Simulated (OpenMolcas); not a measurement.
**Pd2+: moving or changing the point charges**

Pd2+ among 6 point charges of -1.5 e arranged as a trigonal prism (D3h), 2.1 Å from the ion, with a polar angle of 42.7° against the regular 49.1°. The active orbitals were held to one l.

```json
{
 "Program": "OpenMolcas 26.06",
 "Method": "CASSCF",
 "Basis": "ANO-RCC-VTZP [7s6p4d2f1g]",
 "Scalar Hamiltonian": "DKH2, point nucleus",
 "Active space": "8 electrons in 5 orbitals (4d)",
 "State averaging": "2S+1 = 3 even, 10 roots; 2S+1 = 1 even, 15 roots",
 "Spin-orbit coupling": "state interaction with AMFI integrals over the reference wave functions"
}
```

Runs around this geometry, states (labels of D3, the rotations of D3h). Energies in cm-1 above the lowest state or level, χT in cm3 K/mol.

```tsv
R (Å)	Polar angle / regular	Ground state	First state of that spin	First gap with spin-orbit (degeneracies)	χT at 300 K	First state of another spin
1.98	0.87	3A2	3E 3621	336.0 (1, 2)	2.174	1E 13751
2.1	0.87	3A2	3E 2889	355.1 (1, 2)	2.338	1E 13644
2.1	0.94	3A2	3E 3266	367.7 (1, 2)	2.311	1E 13699
```

Taking the first state of the same spin as R^-n, n = -ln(2889 / 3621) / ln(2.1 / 1.98) = 3.8 between the shortest and longest distance.

Without dynamic correlation the repulsion within the d shell is too large (B by tens of per cent), so at a given field states of lower spin stand too high. Real 4d8 and 5d8 ions are as a rule square planar and diamagnetic. Point charges carry no covalency, so the field is a model and not that of real ligands. An unlabelled pair can be two single states that coincide in this model. No measured value stands beside these numbers.
